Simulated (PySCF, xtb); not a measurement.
PbBr₂, SMILES [Br][Pb][Br] (connectivity only; charge and spin as stated), neutral, multiplicity 1.

Harmonic wavenumbers (cm⁻¹) from GFN2-xTB run with xtb 6.7.1 at its own minimum, in rising order: 59, 188, 202.

### Question
What does PBE-D3(BJ)/def2-SVP in PySCF 2.14.0 give at its own minimum? (An estimate is asked for; the answer gives what the named calculation found.)

### Answer
60, 205, 209. Paired by order, the mean absolute difference is 8 cm⁻¹ and the zero-point energies are 0.6 and 0.7 kcal/mol.
